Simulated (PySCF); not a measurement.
Order these species by their calculated properties.

All species are isolated and taken at one optimised geometry, non-relativistic unless stated. Electronic properties by PySCF.

The conformers computed, where there is a choice (atom-mapped SMILES and torsion angles):
- `[CH:1]#[C:2][CH2:3][C@@:4]([F:5])([CH2:6][Cl:7])[SiH2:8][CH3:9]`: C2–C3–C4–F5 -58°, C3–C4–C6–Cl7 77°, C3–C4–Si8–C9 -171°
- `[CH3:1][O:2][CH2:3][C:4](=[O:5])[C@@H:6]([F:7])[C@@H:8]([F:9])[Cl:10]`: C1–O2–C3–C4 -171°, O2–C3–C4–O5 -138°, C3–C4–C6–F7 36°, C4–C6–C8–F9 160°
- `[CH2:1]=[CH:2][P:3]([C:4]#[C:5][CH3:6])[CH2:7][PH2+:8][CH3:9]`: C1–C2–P3–C4 -23°, C2–P3–C7–P8 177°, P3–C7–P8–C9 67°
- `[F:1][CH:2]([F:3])[C@@:4]1([N:5]2[CH2:6][CH2:7]2)[CH2:8][CH2:9][SiH2:10]1`: F1–C2–C4–N5 64°, C2–C4–N5–C6 167°
- `[CH3:1][c:2]1[cH:3][cH:4][c:5]([C:6](=[O:7])[Cl:8])[c:9]([CH3:10])[cH:11]1`: C4–C5–C6–O7 174°
- `[H]/[N:10]=[C:9]1\[C@H:3]([SiH2:2][CH3:1])[CH2:4][C@@:5]1([F:6])[CH2:7][F:8]`: C1–Si2–C3–C4 53°, C4–C5–C7–F8 -45°
- `[H]/[N:10]=[C:9]1\[C@H:3]([SiH2:2][CH3:1])[CH2:4][C@:5]1([F:6])[CH2:7][F:8]`: C1–Si2–C3–C4 54°, C4–C5–C7–F8 -44°
- `[CH3:1][S:2][c:3]1[n:4][n:5][n-:6][c:7]1[S:8][CH3:9]`: C1–S2–C3–N4 0°, N6–C7–S8–C9 0°

The conformers of `C=C(F)[C@@H]1C[C@H](F)CN1[SiH3]`, `C=CC1=C(C)[P@@H+](P)CC1`, `F[C@@H]1CCN[Si@@H]1[C@@H]1C[C@@H]1F`, `CC1=C[SiH2][C@](F)(CCl)C1`, `CC1=C[SiH2][C@@H](F)[C@H](Cl)C1` and `C=C1[SiH2]N(C)C[C@@H]1C(F)F` aren't listed.

Question: Rank by HOMO energy, lowest first (PBE0/pcSseg-1 at GFN2-xTB geometries).
A. `CC1=C[SiH2][C@@](CCl)(F)C1`
B. `C#CC[C@@](F)(CCl)[SiH2]C`
C. `C(F)(=C)[C@H]1N([SiH3])C[C@@H](F)C1`
D. `C=CC1=C(C)[P@@H+](P)CC1`
E. `COCC(=O)[C@@H](F)[C@@H](F)Cl`
F. `[C@H]1([C@H]([Si@@H]2[C@H](F)CCN2)C1)F`
G. `C=CP(C#CC)C[PH2+]C`

Answer: D (-10.84 eV), G (-10.41 eV), E (-8.07 eV), B (-7.95 eV), A (-7.50 eV), C (-6.69 eV), F (-6.56 eV).

Question: Rank by HOMO–LUMO gap, lowest first (PBE0/pcSseg-1 at GFN2-xTB geometries).
A. `c1c(ccc(C(Cl)=O)c1C)C`
B. `CC1=C[SiH2][C@@H](F)[C@H](Cl)C1`
C. `C#CC[C@@](F)(CCl)[SiH2]C`
D. `C=C1[SiH2]N(C)C[C@@H]1C(F)F`
E. `C=CC1=C(C)[P@@H+](P)CC1`
F. `FC(F)[C@@]1(N2CC2)CC[SiH2]1`
G. `C1[C@](F)(/C([C@@H]1[SiH2]C)=N/[H])CF`

Answer: E (5.30 eV), A (5.58 eV), D (6.01 eV), G (6.65 eV), F (6.97 eV), B (7.11 eV), C (8.39 eV).

Question: By how much do the two ends of that ranking differ?

Answer: By 3.09 eV, between `C#CC[C@@](F)(CCl)[SiH2]C` and `C=CC1=C(C)[P@@H+](P)CC1`.

Question: Rank by smallest rotational constant, highest first (GFN2-xTB).
A. `CC1=CC(C)=C(C(=O)Cl)C=C1`
B. `[H]/N=C1\[C@H]([SiH2]C)C[C@]1(F)CF`
C. `n1[n-]c(SC)c(n1)SC`
D. `[H]/N=C1\[C@H]([SiH2]C)C[C@@]1(F)CF`
E. `FC(F)[C@@]1(N2CC2)CC[SiH2]1`
F. `[H]/[C]=N/C` [radical]

Answer: F (9.814 GHz), E (0.849 GHz), B (0.738 GHz), D (0.676 GHz), C (0.610 GHz), A (0.472 GHz).

Question: By how much do the two ends of that ranking differ?

Answer: By 9.342 GHz, between `[H]/[C]=N/C` [doublet state] and `Cc1ccc(C(=O)Cl)c(C)c1`.

Question: Rank by dipole moment, highest first (PBE0/pcSseg-1 at GFN2-xTB geometries).
A. `FC(F)[C@@]1(N2CC2)CC[SiH2]1`
B. `[H]/N=C1\[C@H]([SiH2]C)C[C@@]1(F)CF`
C. `COCC(=O)[C@@H](F)[C@@H](F)Cl`
D. `[H]/N=C1\[C@H]([SiH2]C)C[C@]1(F)CF`

Answer: C (3.48 D), A (2.93 D), B (2.77 D), D (1.97 D).

Question: By how much do the two ends of that ranking differ?

Answer: By 1.51 D, between `COCC(=O)[C@@H](F)[C@@H](F)Cl` and `[H]/N=C1\[C@H]([SiH2]C)C[C@]1(F)CF`.
